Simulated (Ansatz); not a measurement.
SiC₂S₂N₂Cl₂⁻, that is Si(NCS)2Cl2 with one electron more. Total charge -1; doublet. Geometry r2SCAN-D4/def2-SVP, that of the neutral singlet; atoms count from 1.

```
atom   x (Å)   y (Å)   z (Å)
 Si1   0.070  -0.844  -0.165
  N2   0.921  -0.001   1.034
  C3   1.559   0.532   1.907
  S4   2.384   1.234   3.040
  N5  -0.942   0.238  -0.987
  C6  -1.683   0.948  -1.618
  S7  -2.644   1.881  -2.432
 Cl8  -1.057  -2.310   0.701
 Cl9   1.390  -1.679  -1.480
```

The highest occupied level of the charge -1 doublet lies above zero (up to 0.95 eV). By energy differences its removal costs 0.42 eV (vertical, to the charge 0 singlet, at PBE0-D4/def2-TZVPD); a positive level beside a positive removal energy at the same level points to self-interaction error.

Q: Estimate the Mulliken populations from the PBE0/def2-TZVPD orbitals of Ansatz.

A: 
```csv
atom,charge (e),spin (α − β)
Si1,0.31,0.32
N2,-0.12,-0.06
C3,0.40,0.26
S4,-0.61,0.12
N5,-0.12,-0.06
C6,0.40,0.26
S7,-0.61,0.12
Cl8,-0.33,0.02
Cl9,-0.33,0.02
```
Mulliken values and Mayer orders depend strongly on the basis. With diffuse functions, as here, like atoms can get unlike values, and bond orders can come out too low or too high.

Q: Where does the spin sit?

A: Summed by element: Si 0.32, N -0.12, C 0.52, S 0.24, Cl 0.04, of 1 unpaired in all. Largest on single atoms: Si1 0.32, C3 0.26, C6 0.26.

Q: And the Mayer bond orders between bonded heavy atoms (over 0.3)?

A: Si1–N2 1.47 (1.70 Å); Si1–N5 1.47 (1.70 Å); Si1–Cl8 0.90 (2.04 Å); Si1–Cl9 0.90 (2.04 Å); N2–C3 1.99 (1.20 Å); C3–S4 1.45 (1.57 Å); N5–C6 1.99 (1.20 Å); C6–S7 1.45 (1.57 Å).
